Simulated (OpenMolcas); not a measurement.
C⁺: effect of the basis set

- Program: OpenMolcas 26.06
- Method: SS-RASPT2, IPEA 0.25 Eh, imaginary shift 0.1 Eh (closed shells correlated: 1s)
- Active space: 3 electrons in 9 orbitals (RAS2 2s 2p; RAS3 3d, at most 2 electrons)
- State averaging: 2S+1 = 4 odd, 1 root; 2S+1 = 2 odd, 11 roots; 2S+1 = 4 even, 3 roots; 2S+1 = 2 even, 9 roots
- Spin-orbit coupling: RASSI with atomic mean-field integrals over the reference wave functions, term energies averaged over their components

A. ANO-RCC-VTZP [4s3p2d1f], DKH2, point nucleus; CASPT2 step about 12 core-seconds
B. ANO-R2 [4s4p2d1f], X2C, finite nucleus; CASPT2 step of the order of 13 core-seconds
C. ANO-RCC-VQZP [5s4p3d2f1g], DKH2, point nucleus; CASPT2 step roughly 15 core-seconds
D. ANO-RCC [8s8p4d3f2g], DKH2, point nucleus; CASPT2 step about 23 core-seconds

Energies in cm-1 above 2s2 2p 2P* 1/2, the measured ground level; measured values from NIST Handbook of Basic Atomic Spectroscopic Data.

| Level | A | B | C | D | Measured |
| --- | --- | --- | --- | --- | --- |
| 2s2 2p 2P* 1/2 | 0.0 | 0.0 | 0.0 | 0.0 | 0.0 |
| 2s2 2p 2P* 3/2 | 56.0 | 55.7 | 57.0 | 56.9 | 63.4 |
| 2s 2p2 4P 1/2 | 42210 | 42400 | 42400 | 42600 | 43003 |
| 2s 2p2 4P 3/2 | 42230 | 42420 | 42420 | 42620 | 43025 |
| 2s 2p2 4P 5/2 | 42270 | 42450 | 42450 | 42660 | 43054 |
| 2s 2p2 2D 3/2 | 75010 | 75210 | 74730 | 74850 | 74933 |
| 2s 2p2 2D 5/2 | 75010 | 75210 | 74730 | 74850 | 74930 |
| 2s 2p2 2S 1/2 | 97710 | 97820 | 98410 | 98530 | 96494 |
| 2s 2p2 2P 1/2 | 111660 | 111650 | 111050 | 111130 | 110624 |
| 2s 2p2 2P 3/2 | 111700 | 111690 | 111090 | 111170 | 110666 |
| 2p3 4S* 3/2 | 141560 | 141740 | 141440 | 141830 | 142027 |
| 2p3 2D* 3/2 | 150760 | 151080 | 150380 | 150710 | 150467 |
| 2p3 2D* 5/2 | 150760 | 151080 | 150380 | 150710 | 150462 |
| 2p3 2P* 1/2 | 172980 | 173140 | 172190 | 172410 | 168730 |
| 2p3 2P* 3/2 | 172990 | 173150 | 172190 | 172410 | 168748 |

Deviations, from unrounded energies. A percentage is the sum of absolute deviations over the sum of measured energies, with the sign that they share, or ± where signs differ.

```json
{"Against measurement": "mean absolute deviation (cm-1)", "Levels": "14", "A": "1100", "B": "1100", "C": "900", "D": "890"}
{"Against measurement": "fine structure of the ground term (%)", "Levels": "1", "A": "-11.7", "B": "-12.2", "C": "-10.1", "D": "-10.3"}
{"Against measurement": "other configurations (%)", "Levels": "13", "A": "±1.1", "B": "±1.2", "C": "±0.9", "D": "±0.9"}
```

C, D lie about equally close to measurement and B furthest from it. The largest miss of D in the table is 2p3 2P* 1/2, by +3700 cm-1. The ranking rests on the paired levels alone, and a cruder setting can come out closer through cancelling errors.

Among A to D the level of the table that moves most is 2p3 2P* 1/2, by 960 cm-1 (lowest in C, highest in B). Moves below CASPT2's spread within the term are not significant.

Term energies are means over components that CASPT2 splits; among the terms shown or strongly mixed into the levels shown the widest spread is 14 cm-1 (2s 2p2 2D, C). Active for correlation alone: 3d; no level in the range computed is led by a configuration that fills it, so any true level of that kind is missing. Measured partners are found by configuration, term and J. A level has none where our copy of the source lacks it or the pairing is in doubt (some pairs that miss far off the trend of their configuration count as doubtful), and it then counts in no deviation. Levels of configurations outside the active space are missing.

* marks odd parity.
